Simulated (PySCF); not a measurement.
# Nuclear quadrupole coupling in `O=CO[C@H]1OCc2ccccc21`

C9H8O3.
Cartesian coordinates in Å at the GFN2-xTB level; atoms count from 1:
```
atom  x, y, z in Å
O1    -2.918   -1.964   -0.056
C2    -2.627   -1.489    1.002
O3    -1.941   -0.387    1.217
C4    -1.517    0.376    0.052
O5    -1.446    1.713    0.399
C6    -0.093    2.076    0.689
C7     0.735    0.985    0.084
C8     2.098    0.868   -0.100
C9     2.579   -0.284   -0.707
C10    1.720   -1.292   -1.117
C11    0.349   -1.178   -0.929
C12   -0.121   -0.029   -0.330
H13   -2.899   -1.931    1.976
H14   -2.275    0.226   -0.726
H15    0.088    3.058    0.242
H16    0.057    2.144    1.774
H17    2.770    1.650    0.218
H18    3.642   -0.396   -0.864
H19    2.120   -2.177   -1.587
H20   -0.328   -1.958   -1.241
```

Field gradients from the PBE0/pcSseg-1 density (PySCF, non-relativistic), principal values in atomic units, ordered |Vxx| ≤ |Vyy| ≤ |Vzz|:

```json
{"atom": "O1", "Vxx": "0.6116", "Vyy": "0.9920", "Vzz": "-1.6036"}
{"atom": "O3", "Vxx": "-0.5198", "Vyy": "-1.0315", "Vzz": "1.5513"}
{"atom": "O5", "Vxx": "-0.1017", "Vyy": "-1.9023", "Vzz": "2.0040"}
```

Find the asymmetry η = (Vxx − Vyy)/Vzz and the couplings χ = eQV/h (234.96 MHz × Q in barn × V in au), with Q(17O) = −0.0256 b.

```
atom                 environment  nucleus     η  χzz (MHz)  χxx (MHz)  χyy (MHz)
  O1       ester carbonyl oxygen      17O  0.24       9.65      -3.68      -5.97
  O3  ester single-bonded oxygen      17O  0.33      -9.33       3.13       6.20
  O5         cyclic ether oxygen      17O  0.90     -12.05       0.61      11.44
```

The tensor is traceless: Vxx + Vyy + Vzz = 0.

What is Vzz at O3 in SI units (1 au = 9.71736 × 10²¹ V/m²)?

1.5513 au = 15.074 × 10²¹ V/m².

What couplings would deuterons (Q(2H) = 0.00286 b) have in place of the hydrogens, at this geometry?

| atom | bonded to | bond length (Å) | Vzz (au) | η | χzz (kHz) |
| --- | --- | --- | --- | --- | --- |
| H13 | C2 | 1.104 | 0.2747 | 0.03 | 185 |
| H14 | C4 | 1.097 | 0.2731 | 0.04 | 184 |
| H15 | C6 | 1.093 | 0.2939 | 0.06 | 197 |
| H16 | C6 | 1.098 | 0.2851 | 0.06 | 192 |
| H17 | C8 | 1.079 | 0.3287 | 0.07 | 221 |
| H18 | C9 | 1.080 | 0.3268 | 0.06 | 220 |
| H19 | C10 | 1.079 | 0.3276 | 0.06 | 220 |
| H20 | C11 | 1.079 | 0.3238 | 0.05 | 218 |

Isolated species at its GFN2-xTB geometry (one conformer only). GFN2-xTB bond lengths can be off by several hundredths of an ångström, more for odd bonds, and the gradients follow them. With so small a basis the couplings can be 20 % off.
